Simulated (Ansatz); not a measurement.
A nudged elastic band was laid between two geometries of CH$_{2}$FOSi (6 atoms, charge 0, multiplicity 2).

Method: Ansatz 0.2.0, UKS PBE-D4/def2-SVP.

- movable images: 7
- climbing image: yes
- spring: 5.0 eV/Å²
- optimiser: quadratic models (default)
- start path: through a guess of the saddle point
- force threshold: 0.05 eV/Å
- iteration limit: 60
- end points: relaxed

Image 0:

```xyz
6
Properties=species:S:1:pos:R:3
O -0.111 1.201 -1.508
C -0.559 0.410 -0.700
Si 0.281 -0.118 0.953
F 1.893 0.189 0.957
H -1.580 -0.074 -0.842
H 0.076 -1.608 1.141
```

Image 8:

```xyz
6
Properties=species:S:1:pos:R:3
O -1.403 -0.224 -1.284
C -0.550 0.425 -0.701
Si 0.196 -0.247 0.945
F 1.709 0.353 1.204
H -0.225 1.448 -1.063
H 0.274 -1.755 0.898
```

Q: Which bonds break or form, and what moves?

A: No bond is made or broken. The dihedral O1–C2–Si3–F4 goes from -20 to 155°.

Q: Give the energies along the band, and the barrier.

A: The run converged. The highest image is number 4 of 0 to 8, 18.3 kJ/mol above the first end and 21.3 kJ/mol above the last; the last end lies 2.9 kJ/mol below the first. A vibrational analysis at the climbing image gives one clearly imaginary mode, 127i cm⁻¹: a first-order saddle point.

```csv
image,path coordinate (Å),energy (kJ/mol),dihedral O1–C2–Si3–F4 (°)
0,0.00,0.0,-20
1,0.45,2.9,0
2,0.89,9.3,21
3,1.34,15.6,42
4,1.78,18.3,63
5,2.22,15.5,86
6,2.66,7.9,110
7,3.09,0.1,133
8,3.53,-2.9,155
```

Q: What is the geometry of the highest image?

A: 
```xyz
6
Properties=species:S:1:pos:R:3:forces:R:3
O 0.025 0.344 -1.620 0.00 0.00 -0.01
C -0.648 0.410 -0.613 -0.01 0.00 0.02
Si 0.150 -0.407 1.014 0.00 -0.01 0.00
F 1.502 0.498 1.286 0.00 0.00 0.00
H -1.657 0.926 -0.613 0.00 0.00 -0.01
H 0.628 -1.772 0.546 0.00 0.00 0.00
```

Q: What are the harmonic wavenumbers there?

A: 127i, 160, 308, 530, 672, 735, 798, 856, 1308, 1742, 2072, 2777 cm⁻¹.

Run time: 2.4 min on 1 thread of Intel(R) Xeon(R) 6975P-C (Granite Rapids), on a shared host, peak memory 0.15 GiB.
